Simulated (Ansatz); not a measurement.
`[SiH3][AlH][SiH]1CO1` and `S[SiH]1CO1` differ in one atom or group.

Ansatz, PBE0-D4/def2-TZVP geometries, multiplicity 1. Each molecule was computed in one conformer, which needn't be the lowest.

```csv
property,`[SiH3][AlH][SiH]1CO1`
HOMO energy (PBE0/def2-TZVPP) / eV,-7.16
LUMO energy (ωB97M-V/def2-TZVPP) / eV,-1.01
HOMO energy (B3LYP/def2-TZVPP) / eV,-6.95
size of the dipole moment (B3LYP/def2-TZVPP) / D,1.92
size of the dipole moment (ωB97M-V/def2-TZVPP) / D,2.05
"ideal-gas entropy at 298 K and 1 bar (rigid rotor, harmonic PBE0-D4/def2-TZVP) / J/(mol·K)",404
```

(1) Give the same properties after the change, and the shifts. (Estimate.)

Results:

(1) The calculation gave: 
| property | `S[SiH]1CO1` | shift |
| --- | --- | --- |
| HOMO energy (PBE0/def2-TZVPP) / eV | -7.48 | -0.32 |
| LUMO energy (ωB97M-V/def2-TZVPP) / eV | 1.60 | 2.61 |
| HOMO energy (B3LYP/def2-TZVPP) / eV | -7.25 | -0.30 |
| size of the dipole moment (B3LYP/def2-TZVPP) / D | 1.98 | 0.06 |
| size of the dipole moment (ωB97M-V/def2-TZVPP) / D | 2.01 | -0.04 |
| ideal-gas entropy at 298 K and 1 bar (rigid rotor, harmonic PBE0-D4/def2-TZVP) / J/(mol·K) | 313 | -91 |

With PBE0 the HOMO falls by 0.32 eV and the LUMO rises by 2.48 eV, so the gap widens by about 2.80 eV. PBE moves the HOMO by -0.15 eV and ωB97M-V by -0.52 eV. The zero-point energy changes by -56.9 kJ/mol with -12 modes. Dipoles are sizes alone; their direction can turn. Modes under 60 cm⁻¹, often nearly free rotors, make the harmonic entropy too high.

Positive LUMOs are unbound, so they and the gaps depend on the basis.

B3LYP here is the variant with VWN-RPA as its local correlation; programs differ in this.
